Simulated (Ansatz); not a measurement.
`NB(Cl)O[SiH3]` and `NB(O[SiH3])O[SiH3]` differ in one atom or group.

Ansatz, PBE0-D4/def2-TZVP geometries, multiplicity 1. Each molecule was computed in one conformer, which needn't be the lowest.

```csv
property,`NB(Cl)O[SiH3]`
HOMO energy (PBE0/def2-TZVPP) / eV,-8.20
LUMO energy (PBE/def2-TZVPP) / eV,-0.83
HOMO energy (PBE/def2-TZVPP) / eV,-6.76
HOMO–LUMO gap (PBE/def2-TZVPP) / eV,5.93
LUMO energy (B3LYP/def2-TZVPP) / eV,-0.21
HOMO energy (ωB97M-V/def2-TZVPP) / eV,-10.54
```

(1) What does the change do to each property? (Best estimate.)

Answers

(1) The calculation gave: 
```csv
property,`NB(O[SiH3])O[SiH3]`,shift
HOMO energy (PBE0/def2-TZVPP) / eV,-7.73,0.47
LUMO energy (PBE/def2-TZVPP) / eV,-0.86,-0.03
HOMO energy (PBE/def2-TZVPP) / eV,-6.31,0.45
HOMO–LUMO gap (PBE/def2-TZVPP) / eV,5.45,-0.48
LUMO energy (B3LYP/def2-TZVPP) / eV,-0.25,-0.04
HOMO energy (ωB97M-V/def2-TZVPP) / eV,-10.12,0.42
```

With PBE0 the HOMO rises by 0.47 eV and the LUMO falls by 0.05 eV, so the gap narrows by about 0.52 eV. PBE moves the HOMO by 0.45 eV and ωB97M-V by 0.42 eV.

B3LYP here is the variant with VWN-RPA as its local correlation; programs differ in this.
